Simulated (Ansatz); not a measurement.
Program: Ansatz. Geometries: PBE0-D4/def2-TZVP. ΔE: electronic, gas phase. CCSD(T)/CBS adds triple-zeta CCSD(T) − MP2 to the extrapolated MP2 energy (def2 sets, frozen cores). Functionals use def2-TZVPP. B3LYP here is the variant with VWN-RPA as its local correlation; programs differ in this. For Ge outer-core shells are correlated without core-valence functions, which leaves a few kJ/mol of doubt a bond. Scalar relativity is left out up to krypton. Each species was taken in one conformer, which may not be the lowest.

`[BH2][GeH2][SiH2][SiH3]` + `[OH][GeH2][OH]` → `[OH][GeH2][SiH2][SiH3]` + `[BH2][GeH2][OH]`  (redistribution)

(1) Is it downhill or uphill in electronic energy at CCSD(T)/CBS, and by how much? (An estimate is asked.)

(2) What do these levels give: PBE-D4, r2SCAN-D4, PBE0, B3LYP, MP2/def2-TZVPP, SCS-MP2/def2-TZVPP, CCSD(T)/def2-TZVPP, HF/def2-QZVPP, SCS-MP2/def2-QZVPP, HF/CBS(def2), MP2/CBS(def2), CCSD/CBS(def2)? (Best estimate.)

Largest T1 diagnostic among the species: 0.013.

Results:

(1) Ansatz gave: Uphill: ΔE = +8.4 kcal/mol.

(2) The calculation gave: PBE-D4 7.9, r2SCAN-D4 8.3, PBE0 7.7, B3LYP 6.8, MP2/def2-TZVPP 9.2, SCS-MP2/def2-TZVPP 8.2, CCSD(T)/def2-TZVPP 8.4, HF/def2-QZVPP 6.3, SCS-MP2/def2-QZVPP 8.2, HF/CBS(def2) 6.3, MP2/CBS(def2) 9.2, CCSD/CBS(def2) 8.0 kcal/mol.

In def2-TZVPP, CCSD(T) changes the Hartree–Fock value by +2.1 kcal/mol (the triples alone add +0.4 kcal/mol) and MP2 by +2.9 kcal/mol.
